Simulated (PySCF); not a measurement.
Compound: C₂H₉BN₂OSi.
InChI=1S/C2H9BN2OSi/c7-6-3-4-1-2-5-3/h4-5H,1-2H2,7H3

The closed-shell ground state was solved at several levels (PySCF, density fitting, gas phase, non-relativistic). One conformer (not necessarily the lowest) at the PBE0-D3(BJ)/def2-SVP geometry, without solvent, vibrations or thermal averaging.

```
        level  basis functions  total energy (Eh)  HOMO (eV)  LUMO (eV)  gap (eV)  dipole (D)
PBE0/pcSseg-1              171          -580.3469      -6.16       0.55      6.71        1.22
 KT2/pcSseg-1              171          -588.0687      -4.91      -0.49      4.42        1.13
```

Task: Estimate the row for PBE0/def2-SVPD, a basis of 219 functions; the other rows only guide the guess.

Result: Total energy -580.1113 Eh, HOMO -6.27 eV, LUMO 0.12 eV, gap 6.39 eV, dipole 1.11 D.

Task: Over all these levels, which gives the widest orbital gap and which the narrowest?

Result: PBE0/pcSseg-1 (global hybrid, 25 % exact exchange) has the widest, 6.71 eV, and KT2/pcSseg-1 (GGA) the narrowest, 4.42 eV. The two share the basis. From the narrowest to the widest the HOMO moves by -1.25 eV and the LUMO by +1.04 eV.

Task: How far do the dipole and the HOMO energy spread over the levels?

Result: The dipole runs from 1.11 to 1.22 D (mean 1.16 D) and the HOMO from -6.27 to -4.91 eV.
